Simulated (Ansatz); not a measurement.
## What each rung costs, and what it gives

Saddle point of SiH$_{6}$O$_{4}$, closed shell (SiH₄O₄ ([OH][Si]([OH])([OH])[OH]) + H₂ → SiH₄O₃ ([OH][SiH]([OH])[OH]) + H₂O; bonds formed: Si1–H7, O2–H6; bonds broken: Si1–O2, H6–H7), PBE0-D4/def2-TZVP structure:

| atom | x (Å) | y (Å) | z (Å) |
| --- | --- | --- | --- |
| Si1 | -0.2817 | 0.0419 | -0.0486 |
| O2 | 0.9611 | 0.1909 | 1.2783 |
| O3 | -0.2606 | -1.2477 | -1.0741 |
| O4 | -1.3816 | -0.5263 | 1.0453 |
| O5 | -0.9165 | 1.4799 | -0.4948 |
| H6 | 1.5893 | 0.3128 | 0.3911 |
| H7 | 1.3165 | 0.5205 | -0.7611 |
| H8 | 1.0531 | -0.5700 | 1.8673 |
| H9 | 0.3529 | -1.1543 | -1.8047 |
| H10 | -2.0873 | -1.0486 | 0.6626 |
| H11 | -0.3451 | 2.0008 | -1.0611 |

Barriers are electronic and count from the start structure reached by relaxing down the imaginary mode.

Program: Ansatz 0.2.0. Basis: as named in each row. Cores are frozen in the correlated methods. B3LYP uses VWN-RPA correlation. Extrapolation: Hartree–Fock as exp(−7.88 √X), correlation as X^−2.97.

Times are rough, for one single point on 8 threads of a shared host (Arm Neoverse V1).

The estimate by CCSD(T) at an estimated basis limit (MP2 extrapolated from triple and quadruple zeta, plus CCSD(T) − MP2 in triple zeta) is 57.64 kcal/mol.

| method | basis | time (s) | barrier (kcal/mol) | method less estimate |
| --- | --- | --- | --- | --- |
| HF | STO-3G | under 1 | 75.88 | 18.24 |
| PBE-D4 | STO-3G | under 1 | 38.75 | -18.88 |
| SPW92 | def2-SVP | under 1 | 34.87 | -22.77 |
| PBE-D4 | def2-SVP | under 1 | 43.99 | -13.65 |
| B3LYP-D4 | 6-31G | under 1 | 52.75 | -4.89 |
| PBE0-D4 | def2-SVP | under 1 | 48.26 | -9.38 |
| SPW92 | def2-TZVPP | under 1 | 39.19 | -18.44 |
| PBE-D4 | def2-TZVPP | 1 | 48.58 | -9.06 |
| BLYP-D4 | def2-TZVPP | 1 | 54.80 | -2.84 |
| BHLYP-D4 | def2-TZVPP | 1 | 61.09 | 3.46 |
| B3LYP-D4 | def2-TZVPP | 2 | 56.98 | -0.66 |
| PBE0-D4 | def2-TZVPP | 2 | 52.25 | -5.38 |
| CAM-B3LYP-D4 | def2-TZVPP | 2 | 56.70 | -0.94 |
| wB97M-V | def2-SVP | 2 | 49.28 | -8.36 |
| r2SCAN-D4 | def2-TZVPP | 2 | 52.96 | -4.68 |
| r2SCAN0-D4 | def2-TZVPP | 2 | 55.15 | -2.49 |
| B2PLYP | def2-TZVPP | 3 | 57.95 | 0.31 |
| PBE-QIDH | def2-TZVPP | 3 | 55.59 | -2.04 |
| RPA on PBE | def2-TZVPP | 3 | 57.41 | -0.23 |
| CCSD(T) | def2-SVP | 3 | 55.57 | -2.07 |
| wB97X-V | def2-TZVPP | 4 | 55.92 | -1.71 |
| B97M-V | def2-TZVPP | 4 | 53.69 | -3.95 |
| wB97M-V | def2-TZVPP | 4 | 54.94 | -2.70 |
| MP2 | def2-QZVPP | 11 | 57.69 | 0.05 |
| CCSD(T) | def2-TZVPP | 100 | 57.61 | -0.02 |

All methods are single points on the PBE0-D4 structures.

No T1 diagnostic of these runs exceeds 0.012.

Labels in which every atom is bracketed show which atoms are joined, not bond orders.
